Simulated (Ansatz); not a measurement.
Mo₂ (`[Mo]#[Mo]`). The species carries charge 0 and has multiplicity 1. Mo: def2 effective core potential. All single points use the PBE0-D4/def2-TZVP geometry.

```xyz
2

Mo   -0.564    0.496   -0.571
Mo    0.564   -0.496    0.571
```

**Question.** What is the dipole moment at r2SCAN/def2-TZVPP? (Best estimate.)

**Answer.** Computed: 0.00 D, zero by symmetry or nearly so.

**Question.** Give the Mulliken charges with r2SCAN, B3LYP, ωB97M-V in def2-TZVPP. (Estimate.)

**Answer.** Computed: 
```tsv
atom	r2SCAN	B3LYP	ωB97M-V
Mo1	0.00	0.00	0.00
Mo2	0.00	0.00	0.00
```

B3LYP here is the variant with VWN-RPA as its local correlation; programs differ in this.
